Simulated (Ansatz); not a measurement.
Isolated molecules relaxed with PBE0-D4/def2-TZVP in Ansatz; ΔE leaves out vibrations. CCSD(T)/CBS adds triple-zeta CCSD(T) − MP2 to the extrapolated MP2 energy (def2 sets, frozen cores). This one scheme is used for every species. Functionals use def2-TZVPP. B3LYP here is the variant with VWN-RPA as its local correlation; programs differ in this. One conformer a species, not always the lowest.

Consider the cleavage of the Al–Si bond: `[F][AlH][SiH2]Cl` + `CN[SiH3]` → `C[N]([SiH3])[AlH][F]` + `[SiH3]Cl`.

CCSD(T)/CBS gives -1.07 eV.

Question: Another level gave -1.04 eV. Which?
A. MP2/def2-TZVPP
B. B3LYP/def2-TZVPP
C. B3LYP-D4/def2-TZVPP
D. PBE/def2-TZVPP

Answer: C. B3LYP-D4 -1.04, MP2/def2-TZVPP -1.20, PBE -0.83, B3LYP -0.98 eV.

Largest T1 diagnostic among the species: 0.012.

From PBE to PBE0 (25 % exact exchange), in def2-TZVPP and without D4, ΔE moves by −0.05 eV. In def2-TZVPP, CCSD(T) changes the Hartree–Fock value by −0.04 eV (the triples alone add −0.01 eV) and MP2 by −0.14 eV. The D4 term adds −0.06 eV with B3LYP and −0.03 eV with PBE0; it sums over pairs of atoms, weighted by their polarisabilities, and B3LYP, whose exchange is more repulsive, gets the larger term.
